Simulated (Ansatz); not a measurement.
Consider the formal hydrolysis of the Hf–Cl bond: `[NH2][Hf]([F])([Cl])[Cl]` + H₂O → `[NH2][Hf]([OH])([F])[Cl]` + HCl.

Program: Ansatz. Geometries: PBE0-D4/def2-TZVP. ΔE: electronic, gas phase. CCSD(T)/CBS is the MP2 limit (def2-TZVPP, def2-QZVPP) plus CCSD(T) − MP2 in def2-TZVPP, frozen cores. This one scheme is used for every species. Functionals use def2-TZVPP. HSE06 is defined as in plane-wave codes. def2 core potentials past Kr. For Hf outer-core shells are correlated without core-valence functions, which leaves a few kJ/mol of doubt a bond. Each species was taken in one conformer, which may not be the lowest.

```csv
level,ΔE (eV)
B97M-V,0.33
PBE0-D4,0.34
HSE06-D4,0.34
PBE-QIDH,0.33
r2SCAN,0.31
CCSD(T)/def2-SVP,0.14
SCS-MP2/def2-TZVPP,0.27
MP2/CBS(def2),0.34
```

**Question.** What does CCSD(T)/CBS give? (An estimate is asked.)

**Answer.** Computed: +0.31 eV. The listed levels differ from it by 0.02, 0.03, 0.03, 0.02, 0.00, -0.17, -0.04, 0.03 eV.

**Question.** What do rigid-rotor, harmonic-oscillator terms from PBE0-D4/def2-TZVP frequencies (298.15 K, 1 bar) make of the CCSD(T)/CBS value? (Estimate.)

**Answer.** Computed: ΔZPE = -0.09 eV, ΔH = +0.22 eV, ΔS = -3 J/(mol·K), ΔG = +0.23 eV.

Largest T1 diagnostic among the species: 0.015.

At CCSD(T), def2-SVP lies −0.17 eV from the extrapolated value and def2-TZVPP −0.04 eV. From BLYP to BHLYP (50 % exact exchange), in def2-TZVPP and without D4, ΔE moves by +0.04 eV.
